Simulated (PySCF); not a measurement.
CH₄B₂O, C₂H₇BO, Al₂H₃N, AlB₂H₅O (calculated)

Calculation on a computer-drawn molecule: optimised geometry and harmonic frequencies of an isolated molecule of the commonest isotopes, restricted reference for singlets and unrestricted otherwise, frozen core in MP2. Program: PySCF 2.14.0.

Common to all runs: charge 0; multiplicity 1.

(1) CH₄B₂O

Start structure:
```xyz
8
CH4B2O
C      1.5683     1.2698     0.1302
B      0.4112     1.4809     0.8132
B     -0.9599     1.5656     1.7370
O     -1.7961     2.6386     2.0033
H      2.1238     2.1293    -0.3226
H      2.0694     0.3570    -0.0554
H     -1.4649     0.5411     2.1214
H     -1.4835     3.4558     1.6641
```

- method: HF
- basis: cc-pVDZ
- rotational constants: 43.07, 3.469, 3.211 GHz
- total energy: -164.4186 hartree
- convergence status largest gradient component: 2.107e-05 hartree/bohr

Drawn bonds:
```csv
atom,other atom,order
1,2,2
2,3,1
3,4,1
1,5,1
1,6,1
3,7,1
4,8,1
```

Optimised structure:
```xyz
8
CH4B2O
C      1.5812     1.3229     0.1195
B      0.3980     1.4434     0.8379
B     -1.0411     1.5255     1.7213
O     -1.7423     2.6499     1.9787
H      2.0809     2.1768    -0.3275
H      2.0690     0.3648    -0.0323
H     -1.4976     0.5073     2.1681
H     -1.3798     3.4475     1.6256
```

Modes:
```csv
frequency (cm⁻¹),reduced mass (dalton)
157.3,2.741
233.3,2.525
289.3,1.202
417,2.171
651.8,2.773
675.6,1.484
804.1,2.651
867,1.324
929.4,1.38
1080,1.156
1248,1.338
1366,2.261
1434,1.733
1702,5.513
2693,1.091
3291,1.063
3369,1.108
4169,1.067
```

(2) C₂H₇BO

Start structure:
```xyz
11
C2H7BO
C      0.3401     0.4778    -0.4906
B     -1.0829    -0.0999    -0.0363
C     -2.3569     0.0596    -0.9469
O     -1.2930    -0.7078     1.2144
H      0.7587    -0.2607    -1.1897
H      0.2043     1.3819    -1.0581
H      1.0333     0.5955     0.3536
H     -3.2929    -0.4755    -0.6155
H     -2.2062    -0.2846    -1.9631
H     -2.7628     1.0808    -1.0348
H     -0.5310    -0.8302     1.7554
```

* method: HF
* basis: cc-pVDZ
* rotational constants: 8.654, 7.373, 4.185 GHz
* total energy: -179.4440 hartree
* convergence status largest gradient component: 2.52e-05 hartree/bohr

Drawn bonds:
```csv
atom,other atom,order
1,2,1
2,3,1
2,4,1
1,5,1
1,6,1
1,7,1
3,8,1
3,9,1
3,10,1
4,11,1
```

Optimised structure:
```xyz
11
C2H7BO
C      0.3045     0.4280    -0.4849
B     -1.1249    -0.0909    -0.0221
C     -2.3931     0.0311    -0.9604
O     -1.3094    -0.6584     1.1997
H      0.7062    -0.2576    -1.2414
H      0.2371     1.4081    -0.9669
H      1.0417     0.4947     0.3217
H     -3.2267    -0.5884    -0.6235
H     -2.1620    -0.2180    -2.0007
H     -2.7340     1.0745    -0.9642
H     -0.5287    -0.6861     1.7311
```

Modes:
```csv
frequency (cm⁻¹),reduced mass (dalton)
80.2,1.043
83.35,1.071
318.8,2.164
413.2,2.079
427.9,2.268
629,1.111
737.9,3.196
820.9,1.26
867.6,1.393
979.4,1.527
1031,2.039
1059,1.517
1307,1.694
1389,2.36
1460,1.692
1467,1.667
1551,1.047
1555,1.063
1571,1.054
1575,1.13
3151,1.041
3156,1.043
3212,1.095
3216,1.095
3232,1.101
3257,1.101
4167,1.066
```

(3) Al₂H₃N

Start structure:
```xyz
6
Al2H3N
N      1.4306     1.5290     0.4301
Al     0.0210     1.3342    -0.3058
Al    -2.2574     1.0194    -1.4951
H      2.3029     1.6489     0.8850
H     -2.4945    -0.2525    -2.3948
H     -3.3872     2.1020    -1.3088
```

- method: MP2
- basis: cc-pV(D+d)Z
- rotational constants: 133.2, 2.411, 2.368 GHz
- total energy: -540.2799 hartree
- convergence status largest gradient component: 6.822e-06 hartree/bohr

Drawn bonds:
```csv
atom,other atom,order
1,2,2
2,3,1
1,4,1
3,5,1
3,6,1
```

Optimised structure:
```xyz
6
Al2H3N
N      1.4435     1.5307     0.4367
Al    -0.0063     1.3302    -0.3201
Al    -2.2629     1.0186    -1.4979
H      2.3325     1.6532     0.9006
H     -2.4992    -0.2537    -2.3977
H     -3.3922     2.1020    -1.3110
```

Modes:
```csv
frequency (cm⁻¹),reduced mass (dalton)
53.49,9.476
55.95,10.62
334.1,11.08
365.4,1.082
443.5,1.096
475.2,1.13
581.8,1.145
792,1.06
1057,9.392
1978,1.024
1993,1.061
3747,1.086
```

(4) AlB₂H₅O

Start structure:
```xyz
9
AlB2H5O
B     -0.9546     0.0100    -1.1495
O      0.1202    -0.2604    -0.4323
B      1.2012    -0.5101     0.2417
Al     0.5185     0.6360     1.9936
H     -0.9517     0.9111    -1.9497
H     -1.8665    -0.8310    -1.1234
H      2.0068    -1.0513    -0.1874
H     -0.9302     1.1472     1.6232
H      1.0668     0.8691     3.3422
```

* method: HF
* basis: cc-pV(D+d)Z
* rotational constants: 32.97, 2.232, 2.157 GHz
* total energy: -369.0996 hartree
* convergence status largest gradient component: 4.858e-05 hartree/bohr

Drawn bonds:
```csv
atom,other atom,order
1,2,1
2,3,1
3,4,1
1,5,1
1,6,1
3,7,1
4,8,1
4,9,1
```

Optimised structure:
```xyz
9
AlB2H5O
B     -0.9165    -0.5807    -1.5607
O     -0.6732    -0.2157    -0.2698
B      0.5191     0.2387     0.2511
Al     0.6059     0.7479     2.3578
H     -0.0425    -0.5240    -2.3823
H     -2.0232    -0.9536    -1.8311
H      1.4490     0.3221    -0.5200
H      0.2882     2.2194     2.8630
H      1.0038    -0.3335     3.4504
```

Modes:
```csv
frequency (cm⁻¹),reduced mass (dalton)
95.96,1.177
110.4,2.486
150.5,3.465
257.1,1.23
322.3,3.946
394.3,1.109
544.2,1.914
661.7,1.716
833.5,1.626
845,1.078
1020,1.541
1128,2.463
1149,1.372
1208,1.309
1346,2.028
1393,2.506
1954,1.058
1963,1.027
2609,1.085
2682,1.051
2759,1.131
```
